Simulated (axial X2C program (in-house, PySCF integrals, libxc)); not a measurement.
**Low determinants of AsH⁻ at the PBE0 level, two-component**

Calculated with an in-house relativistic program for diatomic molecules. Two-component (2c) means X2C with spin–orbit coupling and atomic mean-field two-electron Coulomb and Gaunt terms. Basis: As dyall-acv3z [10s10p7d5f1g], H dyall-av3z [7s3p2d] (cores contracted in-house); Gaussian nuclei, density fitting, unrestricted open shells. Masses: As 74.922 u, H 1.008 u.

Search at 1.530 Å (vertical energies from the lowest determinant):

```
ΔE (eV)    state  electrons beyond evenly filled partner blocks  electrons in ±ω = 1/2, 3/2, 5/2, 7/2
   0.00  Ω = 3/2                                        ω = 3/2                              24 9 2 0
   0.12  Ω = 1/2                                        ω = 1/2                             23 10 2 0
   1.39  Ω = 1/2                          2 × ω = -1/2, ω = 3/2                              24 9 2 0
   2.17  Ω = 1/2                                        ω = 1/2                              25 8 2 0
   2.22  Ω = 5/2                          ω = -1/2, 2 × ω = 3/2                             23 10 2 0
   2.34  Ω = 5/2                           2 × ω = 1/2, ω = 3/2                              24 9 2 0
   3.23  Ω = 7/2                           ω = 1/2, 2 × ω = 3/2                             23 10 2 0
```

Lowest determinant, Ω = 3/2 (⟨Sz⟩ = 0.50, ⟨Lz⟩ = 1.00 at PBE0): Re = 1.541 Å, ωe = 2051.4 cm⁻¹.

The determinant in row 2 of the search, Ω = 1/2 (⟨Sz⟩ = -0.50, ⟨Lz⟩ = 1.00 at PBE0), was followed along the bond at PBE0; measured from the minimum of the lowest determinant it gives:

Te = 0.124 eV (1000 cm⁻¹), Re = 1.541 Å, ωe = 2057.6 cm⁻¹.

**Question.** Compare the bond of the determinant in row 2 with that of the lowest one.

**Answer.** At PBE0 its Re is the same within 0.001 Å and its force constant, which goes as ωe², is 1.01 times that of the lowest determinant. T0 ≈ Te + Δωe/2 = 1000 + (3) = 1003 cm⁻¹.

The search compares states at one distance, so a state with another bond length can lie lower; it is not exhaustive and yields mostly the lowest determinant of each block pattern, so other components and higher states of one pattern are missing. These are energies of single determinants, not of spin-adapted states; PBE0 term energies can be off by some tenths of an eV, and the functional has no current term. For an anion, determinants above electron detachment are held by the basis set. The highest occupied level of some functionals is positive through self-interaction error; at Hartree–Fock it is bound. Row 1 has a positive highest level at its minimum. Row 2 has a positive highest level at its minimum.
